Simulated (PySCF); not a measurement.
B₂ (SMILES [B][B]), triplet, at a GFN2-xTB geometry; BLYP/STO-3G run with PySCF.

Input for PySCF:
```python
from pyscf import gto, scf, dft

mol = gto.M(
    atom='''
B    -0.000000   -0.000000   -0.702441
B     0.000000    0.000000    0.702441
''',
    basis='sto-3g',
    charge=0,
    spin=2,
    verbose=4,
    symmetry=True,
    symmetry_subgroup='D2h',
)

mf = dft.UKS(mol)
mf.xc = 'blyp'
mf.kernel()
mf.analyze()
```

The log (banner, timings and long lists left out):

```
PySCF version 2.14.0

[INPUT] verbose = 4
[INPUT] num. atoms = 2
[INPUT] num. electrons = 10
[INPUT] charge = 0
[INPUT] spin (= nelec alpha-beta = 2S) = 2
[INPUT] symmetry True subgroup D2h
[INPUT] Mole.unit = angstrom
[INPUT] Symbol           X                Y                Z      unit          X                Y                Z       unit  Magmom
[...]
nuclear repulsion = 9.41675548053146
point group symmetry = Dooh, use subgroup D2h
symmetry origin: [0. 0. 0.]
symmetry axis x: [1. 0. 0.]
symmetry axis y: [0. 1. 0.]
symmetry axis z: [0. 0. 1.]
num. orbitals of irrep Ag = 3
num. orbitals of irrep B2g = 1
num. orbitals of irrep B3g = 1
num. orbitals of irrep B1u = 3
num. orbitals of irrep B2u = 1
num. orbitals of irrep B3u = 1
number of shells = 6
number of NR pGTOs = 30
number of NR cGTOs = 10
basis = sto-3g
ecp = {}

******** <class 'pyscf.dft.uks_symm.SymAdaptedUKS'> ********
method = SymAdaptedUKS
initial guess = minao
damping factor = 0
level_shift factor = 0
DIIS = <class 'pyscf.scf.diis.CDIIS'>
diis_start_cycle = 1
diis_space = 8
diis_damp = 0
SCF conv_tol = 1e-09
SCF conv_tol_grad = None
SCF max_cycles = 50
direct_scf = True
direct_scf_tol = 1e-13
number electrons alpha = 6  beta = 4
XC library pyscf.dft.libxc version 7.1.2
    S. Lehtola, C. Steigemann, M. J. T. Oliveira, and M. A. L. Marques,  SoftwareX 7, 1–5 (2018)
XC functionals = blyp
    A. D. Becke,  Phys. Rev. A 38, 3098 (1988)
    C. Lee, W. Yang, and R. G. Parr,  Phys. Rev. B 37, 785 (1988)
    B. Miehlich, A. Savin, H. Stoll, and H. Preuss,  Chem. Phys. Lett. 157, 200 (1989)
radial grids:
    Treutler-Ahlrichs [JCP 102, 346 (1995); DOI:10.1063/1.469408] (M4) radial grids

becke partition: Becke, JCP 88, 2547 (1988); DOI:10.1063/1.454033
pruning grids: <function nwchem_prune>
grids dens level: 3
symmetrized grids: True
atomic radii adjust function: <function treutler_atomic_radii_adjust>
small_rho_cutoff = 0
Freeze 0 electrons in irreps []
    10 free electrons in irreps Ag B2g B3g B1u B2u B3u
Set gradient conv threshold to 3.16228e-05
tot grids = 28096
init E= -48.883603466005

cycle= 1 E= -48.6797447359206  delta_E= 0.204  |g|= 0.029  |ddm|= 1.62
cycle= 2 E= -48.6806891049728  delta_E= -0.000944  |g|= 0.00826  |ddm|= 0.118
cycle= 3 E= -48.6807856794189  delta_E= -9.66e-05  |g|= 0.00131  |ddm|= 0.0246
cycle= 4 E= -48.6807880548021  delta_E= -2.38e-06  |g|= 1.03e-05  |ddm|= 0.00356
cycle= 5 E= -48.6807880551489  delta_E= -3.47e-10  |g|= 1.16e-06  |ddm|= 3.92e-05
Extra cycle  E= -48.680788055153  delta_E= -4.15e-12  |g|= 1.78e-07  |ddm|= 4.25e-06
converged SCF energy = -48.680788055153  <S^2> = 2.0011469  2S+1 = 3.0007645
**** SCF Summaries ****
Total Energy =                         -48.680788055153002
Nuclear Repulsion Energy =               9.416755480531462
One-electron Energy =                  -84.031663245406520
Two-electron Energy =                   25.934119709722051
Two-electron Coulomb Energy =           34.095651271891086
DFT Exchange-Correlation Energy =       -8.161531562169035
Wave-function symmetry = B1g
alpha occupancy for each irrep:     Ag  B2g  B3g  B1u  B2u  B3u
                                     2    0    0    2    1    1
beta  occupancy for each irrep:     Ag  B2g  B3g  B1u  B2u  B3u
                                     2    0    0    2    0    0
**** MO energy ****
alpha MO #1 (Ag #1), energy= -6.26559691474459 occ= 1
alpha MO #2 (B1u #1), energy= -6.26433234684169 occ= 1
alpha MO #3 (Ag #2), energy= -0.40821961542902 occ= 1
alpha MO #4 (B1u #2), energy= -0.132956622152692 occ= 1
alpha MO #5 (B2u #1), energy= -0.121848631709842 occ= 1
alpha MO #6 (B3u #1), energy= -0.121848631709842 occ= 1
alpha MO #7 (Ag #3), energy= -0.0575804808161011 occ= 0
alpha MO #8 (B2g #1), energy= 0.144291047491321 occ= 0
alpha MO #9 (B3g #1), energy= 0.144291047491321 occ= 0
alpha MO #10 (B1u #3), energy= 0.739513483144458 occ= 0
beta  MO #1 (Ag #1), energy= -6.25572740872769 occ= 1
beta  MO #2 (B1u #1), energy= -6.25435350222303 occ= 1
beta  MO #3 (Ag #2), energy= -0.351236024038785 occ= 1
beta  MO #4 (B1u #2), energy= -0.0950030199625209 occ= 1
beta  MO #5 (B2u #1), energy= -0.0540288083342207 occ= 0
beta  MO #6 (B3u #1), energy= -0.0540288083342207 occ= 0
beta  MO #7 (Ag #3), energy= -0.0363095361083326 occ= 0
beta  MO #8 (B2g #1), energy= 0.21481858954696 occ= 0
beta  MO #9 (B3g #1), energy= 0.21481858954696 occ= 0
beta  MO #10 (B1u #3), energy= 0.788563934237116 occ= 0
 ** Mulliken pop alpha/beta on meta-lowdin orthogonal AOs **
 ** Mulliken pop       alpha | beta **
[...]
In total             6.00000 | 4.00000
 ** Mulliken atomic charges   ( Nelec_alpha | Nelec_beta ) **
charge of  0B =      0.00000  (     3.00000      2.00000 )
charge of  1B =      0.00000  (     3.00000      2.00000 )
Dipole moment(X, Y, Z, Debye):  0.00000,  0.00000,  0.00000
```
